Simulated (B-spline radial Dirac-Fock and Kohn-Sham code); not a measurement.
**Atomic SCF run for Ti⁷⁺**

ΔSCF core binding energies without Breit or QED terms, calculated with an atomic code on a B-spline grid. Keys: rel is the Hamiltonian (dirac, or spin-free x2c and nr, where L3 and M5 stand for the whole 2p and 3d shells), method is hf or an exchange,correlation pair (spin-unpolarised, also for the hole states), nuc the nuclear model, radius_factor scales its radius, rmax is the box in bohr, h the logarithmic mesh step, order the B-spline order, points the quadrature points per cell, c_factor scales the speed of light, and damp, ndamp, maxit and tol steer the iteration. The run stops when the commutator error falls below 10·tol·max(1, Z/10), or the numerical noise floor, and the energy has settled to about 1e-8 Ha; the virial ratio is −V/T.

Input (task.json):

```json
{"items": [{"Z": 22, "q": 7, "cfg": [[1, 0, 2], [2, 0, 2], [2, 1, 6], [3, 0, 2], [3, 1, 3]], "A": 48, "rrms": 3.5921, "do": "settings", "holes": ["K", "L3", "M5"],
  "settings": [{"rel": "dirac", "method": "hf", "nuc": "fermi", "radius_factor": 1.0, "rmax": 45.0, "h": 0.3, "order": 8, "points": 10, "c_factor": 1.0, "maxit": 2, "damp": 0.5, "ndamp": 3, "tol": 1e-08}]}]}
```

Command: `python xray2_run.py task.json out`

Ground-state iterations:

```
iter   energy (Ha)        error
   1     -832.13038224  1.08e+00
   2     -836.29723521  2.21e-01
```

The ground state had not converged after 2 iterations, with total energy -836.29724 Ha, virial ratio 1.97320 and highest orbital energy -163.78 eV. ΔSCF binding energies: K (1s) 5141.6 eV, L3 (2p3/2) 614.9 eV (not all states converged, so these are not final). Holes are computed only in closed shells, and unreliable hole states are left out.

**Question.** One setting is unsound. Which, and why?

**Answer.** maxit ends the run before self-consistency. With the default settings (Dirac Hartree-Fock): The ground state converged in 9 iterations, with total energy -836.42019 Ha, virial ratio 1.98935 and highest orbital energy -165.68 eV. ΔSCF binding energies: K (1s) 5136.0 eV, L3 (2p3/2) 614.2 eV. Holes are computed only in closed shells, and unreliable hole states are left out.
